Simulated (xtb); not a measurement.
xtb input (GFN2-xTB):

```bash
xtb mol.xyz --gfn 2 --ohess tight --chrg -1 --uhf 0
```
mol.xyz:
```
9

C     -1.08516811     0.19921001     0.18108787
C      0.05254430    -0.18298715    -0.73691681
C      1.41930701     0.06512292    -0.03131402
O      1.50568702     0.53557734     1.09581807
H     -1.08930714    -0.36583047     1.09618239
H     -1.08079461     1.28373044     0.40309142
H     -2.07428945     0.00994901    -0.39304675
H      0.05468383    -1.29471505    -0.99562818
H      2.28867525    -0.23271915    -0.65144188
```

Output:

```
           -------------------------------------------------
          |                Calculation Setup                |
           -------------------------------------------------

           -------------------------------------------------
          |                 G F N 2 - x T B                 |
           -------------------------------------------------

        Reference                      10.1021/acs.jctc.8b01176
      * Hamiltonian:
        H0-scaling (s, p, d)           1.850000    2.230000    2.230000
        zeta-weighting                 0.500000
      * Dispersion:
        s8                             2.700000
        a1                             0.520000
        a2                             5.000000
        s9                             5.000000
      * Repulsion:
        kExp                           1.500000    1.000000
        rExp                           1.000000
      * Coulomb:
        alpha                          2.000000
        third order                    shell-resolved
        anisotropic                    true
        a3                             3.000000
        a5                             4.000000
        cn-shift                       1.200000
        cn-exp                         4.000000
        max-rad                        5.000000

          ...................................................
          :                      SETUP                      :
          :.................................................:
          :  # basis functions                  21          :
          :  # atomic orbitals                  21          :
          :  # shells                           13          :
          :  # electrons                        24          :
          :  max. iterations                   250          :
          :  Hamiltonian                  GFN2-xTB          :
          :  restarted?                      false          :
          :  GBSA solvation                  false          :
          :  PC potential                    false          :
          :  electronic temp.          300.0000000     K    :
          :  accuracy                    1.0000000          :
          :  -> integral cutoff          0.2500000E+02      :
          :  -> integral neglect         0.1000000E-07      :
          :  -> SCF convergence          0.1000000E-05 Eh   :
          :  -> wf. convergence          0.1000000E-03 e    :
          :  Broyden damping             0.4000000          :
          :  net charge                         -1          :
          :  unpaired electrons                  0          :
          ...................................................

 iter      E             dE          RMSdq      gap      omega  full diag
   1    -13.1807794 -0.131808E+02  0.530E+00    3.61       0.0  T
   2    -13.2114867 -0.307073E-01  0.312E+00    2.30       1.0  T
   3    -13.2459835 -0.344968E-01  0.228E+00    3.46       1.0  T
   4    -13.2724773 -0.264938E-01  0.835E-01    2.79       1.0  T
   5    -13.2724060  0.713257E-04  0.198E-01    2.70       1.0  T
   6    -13.2726528 -0.246793E-03  0.622E-02    2.76       1.0  T
[...]

 * 5 selected distances

     #   Z          #   Z                                           value/Å
     2   6 C        3   6 C                                       1.3575864 (max)
     1   6 C        5   1 H                                       1.1016655
     1   6 C        6   1 H                                       1.0885166
     1   6 C        7   1 H                                       1.1016126
     2   6 C        8   1 H                                       1.0872809 (min)

 * 2 distinct bonds (by element types)

   Z      Z             #   av. dist./Å        max./Å        min./Å
Molecule has the following symmetry elements: (sigma)
It seems to be the Cs point group
   1 H    6 C           4     1.0947689     1.1016655     1.0872809
   6 C    6 C           1     1.3575864     1.3575864     1.3575864

           -------------------------------------------------
          |               Frequency Printout                |
           -------------------------------------------------
 projected vibrational frequencies (cm⁻¹)
eigval :       -0.00    -0.00    -0.00     0.00     0.00     0.00
eigval :      158.27   231.84   345.35   651.17   682.32   879.70
eigval :      957.03  1062.06  1063.82  1181.87  1372.56  1393.63
eigval :     1417.46  1504.49  1528.32  1719.32  2379.73  2793.19
eigval :     2845.27  2956.06  3016.86
 reduced masses (amu)
   1: 13.07   2: 10.80   3: 11.77   4: 11.18   5: 12.42   6:  8.83   7:  1.96   8: 11.13
   9:  9.05  10:  2.70  11: 10.08  12:  4.56  13:  7.90  14:  7.32  15:  3.75  16:  6.04
  17:  5.14  18:  3.68  19:  6.33  20:  1.64  21:  1.78  22: 11.65  23:  1.63  24:  1.90
  25:  1.44  26:  1.78  27:  1.69
 IR intensities (km·mol⁻¹)
   1: 12.65   2:  2.64   3: 14.72   4: 12.37   5: 14.98   6:  3.27   7:  0.58   8: 10.20
   9: 23.21  10:  0.79  11:  7.75  12: 24.73  13: 16.07  14: 22.69  15:  1.16  16: 36.60
  17: 71.23  18: 26.44  19: 48.07  20:  0.03  21: 47.54  22:525.33  23:690.19  24:208.07
  25:238.73  26:224.01  27: 51.27
 Raman intensities (Ä⁴*amu⁻¹)
   1:  0.00   2:  0.00   3:  0.00   4:  0.00   5:  0.00   6:  0.00   7:  0.00   8:  0.00
   9:  0.00  10:  0.00  11:  0.00  12:  0.00  13:  0.00  14:  0.00  15:  0.00  16:  0.00
  17:  0.00  18:  0.00  19:  0.00  20:  0.00  21:  0.00  22:  0.00  23:  0.00  24:  0.00
  25:  0.00  26:  0.00  27:  0.00
 output can be read by thermo (or use thermo option).
 writing <g98.out> molden fake output.
 recommended (thermochemical) frequency scaling factor: 1.0
           -------------------------------------------------
          |             Thermodynamic Functions             |
           -------------------------------------------------

cs  symmetry found (for desy threshold:  0.10E+00) used in thermo

          ...................................................
          :                      SETUP                      :
          :.................................................:
          :  # frequencies                          21      :
          :  # imaginary freq.                       0      :
          :  linear?                             false      :
          :  only rotor calc.                    false      :
          :  symmetry                               cs      :
          :  rotational number                       1      :
          :  scaling factor                  1.0000000      :
          :  rotor cutoff                   50.0000000 cm⁻¹ :
          :  imag. cutoff                  -20.0000000 cm⁻¹ :
          :.................................................:

    mode    ω/cm⁻¹     T·S(HO)/kcal·mol⁻¹    T·S(FR)/kcal·mol⁻¹   T·S(vib)
   ------------------------------------------------------------------------
       1    158.27    -0.76635 ( 99.01%)    -0.71477 (  0.99%)    -0.76584
       2    231.84    -0.55596 ( 99.78%)    -0.60183 (  0.22%)    -0.55605
   ------------------------------------------------------------------------

   temp. (K)  partition function   enthalpy   heat capacity  entropy
                                   cal/mol     cal/K/mol   cal/K/mol   J/K/mol
 298.15  VIB   3.89                 1238.444      9.351      6.853
         ROT  0.380E+05              888.752      2.981     23.936
         INT  0.148E+06             2127.197     12.332     30.789
         TR   0.417E+27             1481.254      4.968     38.029
         TOT                        3608.4505    17.3000    68.8175   287.9324

       T/K    H(0)-H(T)+PV         H(T)/Eh          T*S/Eh         G(T)/Eh
   ------------------------------------------------------------------------
    298.15    0.575043E-02    0.744152E-01    0.326974E-01    0.417178E-01
   ------------------------------------------------------------------------

         :::::::::::::::::::::::::::::::::::::::::::::::::::::
Note: The following floating-point exceptions are signalling: IEEE_UNDERFLOW_FLAG IEEE_DENORMAL
normal termination of xtb
         ::                  THERMODYNAMIC                  ::
         :::::::::::::::::::::::::::::::::::::::::::::::::::::
         :: total free energy         -13.147421529168 Eh   ::
         ::.................................................::
         :: total energy              -13.189139284093 Eh   ::
         :: zero point energy           0.068664732777 Eh   ::
         :: G(RRHO) w/o ZPVE           -0.026946977853 Eh   ::
         :: G(RRHO) contrib.            0.041717754925 Eh   ::
         :::::::::::::::::::::::::::::::::::::::::::::::::::::

optimized geometry written to: xtbopt.xyz

           -------------------------------------------------
          | TOTAL ENERGY              -13.189139284093 Eh   |
          | TOTAL ENTHALPY            -13.114724119478 Eh   |
          | TOTAL FREE ENERGY         -13.147421529168 Eh   |
          | GRADIENT NORM               0.000503081383 Eh/α |
          | HOMO-LUMO GAP               4.703762219447 eV   |
           -------------------------------------------------

------------------------------------------------------------------------
------------------------------------------------------------------------
 total:
 SCF:
 ANC optimizer:
 analytical hessian:
```

It need not be the lowest isomer of its formula. Whether it binds its extra electron was not tested at this geometry.
